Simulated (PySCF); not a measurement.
Si(H)2(F)(NHSiH3) (FH₆NSi₂), SMILES F[SiH2]N[SiH3]. Atoms are numbered in the order given.

```xyz
10

Si     0.9531    -0.7876    -0.1731
F      2.1082     0.0596     0.6007
N     -0.3498     0.2077    -0.6927
Si    -1.7909     0.6575     0.1890
H      0.4337    -1.7857     0.7954
H      1.6110    -1.3917    -1.3614
H     -0.2048     0.6886    -1.5777
H     -3.0113     0.4371    -0.6456
H     -1.7812     2.0928     0.6084
H     -1.8418    -0.2098     1.4010
```

Geometry: PBE0-D3(BJ)/def2-SVP. Other conformers were not sampled.

Calculation: PBE0-D3(BJ)/def2-SVP run with PySCF 2.14.0.

Frequencies are harmonic and unscaled.

Problem. List the normal modes with their intensities. (An estimate is asked for; the answer gives what the named calculation found.)

Solution. 
```
mode  ν (cm⁻¹)  IR (km/mol)  Raman (Å⁴/amu)  depolarisation  moving atoms (share of kinetic energy)
----  --------  -----------  --------------  --------------  --------------------------------------
1           65          1.1             0.0               –         F 37 %, Si 23 %, H 21 %, N 19 %
2           84          0.2             0.3            0.68                                  H 86 %
3          202          0.5             0.4            0.34                 Si 41 %, H 31 %, N 24 %
4          297         13.6             1.9            0.74         F 32 %, N 24 %, Si 22 %, H 22 %
5          429         69.3             4.3            0.74                          H 78 %, N 17 %
6          599         16.9            10.4            0.38                         H 50 %, Si 40 %
7          621          1.2            12.3            0.39                         H 70 %, Si 23 %
8          719         81.8             9.8            0.72                  H 81 %, N 10 %, Si 9 %
9          781         77.6             8.3            0.64                   H 79 %, Si 9 %, N 8 %
10         835         54.7             9.5            0.59                  H 61 %, N 24 %, Si 9 %
11         867         43.9             4.8            0.71                 F 48 %, H 25 %, Si 21 %
12         923        294.0            20.5            0.74                                  H 91 %
13         929        122.8            20.4            0.74                                  H 93 %
14         951        179.2             4.4            0.59                  H 75 %, Si 15 %, N 9 %
15         959        139.2            20.2            0.71                 H 66 %, N 23 %, Si 11 %
16         968        191.3             3.6            0.75                         H 82 %, Si 13 %
17        1008         52.8            15.7            0.75                  H 75 %, Si 15 %, N 8 %
18        1209        221.7             1.2            0.75                          H 63 %, N 33 %
19        2222        145.7           108.4            0.59                                  H 96 %
20        2230        120.9           198.2            0.10                                  H 98 %
21        2253         62.9            59.6            0.34                                  H 97 %
22        2273        104.6           181.2            0.13                                  H 97 %
23        2288        132.0            80.4            0.33                                  H 96 %
24        3612         49.8            79.9            0.24                                  H 93 %
```
